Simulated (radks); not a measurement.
Results of a calculation; reference values are marked as such.
Spherical jellium clusters: N electrons in a uniform positive sphere of charge N and radius rs N^(1/3), rs = 5.29 bohr. Level of theory: non-relativistic Kohn-Sham, LDA (Slater exchange, Perdew-Wang correlation), spin-polarised, spherical densities (a radial shooting solver with Libxc functionals). Levels are named by radial order and angular momentum (1s, 1p, 1d, 2s, ...), and open shells are averaged over m.

N = 4, configuration 1s2 1p(up 2, down 0). This is the lowest configuration that the search found. Occupied and some empty levels:

| level | occupation | eigenvalue (eV) | <r> (bohr) |
|---|---|---|---|
| 1s up | 1 | -3.2901 | 5.828 |
| 1s down | 1 | -2.8865 | 5.828 |
| 1p up | 2 | -2.2535 | 7.189 |
| 1p down | 0 | -1.8534 | 7.403 |
| 1d up | 0 | -1.0614 | 8.697 |
| 2s up | 0 | -0.81629 | 9.448 |
| 1d down | 0 | -0.73748 | 9.235 |
| 2s down | 0 | -0.63463 | 10.13 |

Energy (eV): total -6.25179, kinetic 4.6236, external -60.922, Hartree 30.031, exchange-correlation -11.093, background 31.109.

Electron density:

| r (bohr) | n(r) (e/bohr^3) |
|---|---|
| 0.974 | 0.002013 |
| 2.02 | 0.002095 |
| 3.06 | 0.002157 |
| 4.11 | 0.002102 |
| 5.15 | 0.001855 |
| 6.20 | 0.001432 |
| 7.24 | 0.0009461 |
| 8.29 | 0.0005328 |
| 9.33 | 0.0002628 |
| 10.4 | 0.0001182 |
| 11.4 | 0.00005038 |
| 12.5 | 0.00002042 |
| 13.5 | 8.117e-06 |
